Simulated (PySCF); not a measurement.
Species: C₉H₁₃P.
SMILES with atom numbers: `[CH2:1]=[CH:2][c:3]1[cH:4][p:5]([CH2:6][CH3:7])[cH:8][c:9]1[CH3:10]`

Cartesian coordinates in Å at the GFN2-xTB level; atoms count from 1:
```xyz
23
C9H13P angstrom
C     -2.7985    1.4890    1.2056
C     -2.2797    0.3031    0.9085
C     -1.1005    0.0944    0.0857
C     -0.1244    1.0117   -0.1298
P      1.0864    0.4340   -1.3230
C      2.5794    0.1374   -0.2299
C      3.2749    1.4430    0.1225
C      0.3156   -1.1913   -1.2736
C     -0.8332   -1.1837   -0.5700
C     -1.7534   -2.3523   -0.4382
H     -2.3765    2.4065    0.8322
H     -3.6736    1.5845    1.8252
H     -2.7574   -0.5924    1.2837
H     -0.1319    2.0150    0.2612
H      3.2513   -0.5118   -0.7966
H      2.2561   -0.3928    0.6685
H      2.6161    2.0850    0.7033
H      4.1695    1.2462    0.7112
H      3.5654    1.9777   -0.7798
H      0.6766   -2.0278   -1.8495
H     -1.8023   -2.6864    0.5986
H     -1.4044   -3.1804   -1.0506
H     -2.7603   -2.0815   -0.7550
```

NICS = −σ at a ghost point: NICS(0) at the centroid of the ring atoms, NICS(1) 1 Å to either side along the normal of their mean plane, zz for the tensor component along that normal. Level: GIAO PBE0/pcSseg-1 (PySCF, non-relativistic, gas phase) on the GFN2-xTB geometry, one conformer.

Ring bond lengths (Å), with Mayer bond orders in brackets: C3–C4 1.357 (1.69), C4–P5 1.795 (1.01), P5–C8 1.799 (1.01), C8–C9 1.347 (1.74), C9–C3 1.461 (1.05).

Question: What do the NICS probes read (ppm)?

Answer: 
```json
{"ring": "C3–C4–P5–C8–C9", "type": "5-membered ring with P; bonds drawn aromatic by RDKit's count", "NICS(0)": "-4.0", "NICS(1), two faces": "-5.9 / -6.0", "NICS(1)zz, two faces": "-11.4 / -9.3", "rms pucker (Å)": "0.04", "centre to ring atoms, mean (Å)": "1.31"}
```

Question: What can be read from them?

Answer: 
- C3–C4–P5–C8–C9: mean NICS(1)zz -10.3 ppm, shielded. A hydrogen on C6, outside the ring, lies 1.92 Å from a NICS(1) probe.

Question: What does the geometric index give? Use HOMA with the parameters of Krygowski (1993).

Answer: 
- C3–C4–P5–C8–C9: HOMA 0.12; the largest term is that of C9–C3, α(R − Ropt)² = 1.38.

Time: 2.0 min; peak memory 1.1 GiB. Hardware: one thread of an Arm Neoverse N1, shared host with 64 logical CPUs at a one-minute load of 57. This is the whole shielding run at PBE0/pcSseg-1, SCF included.
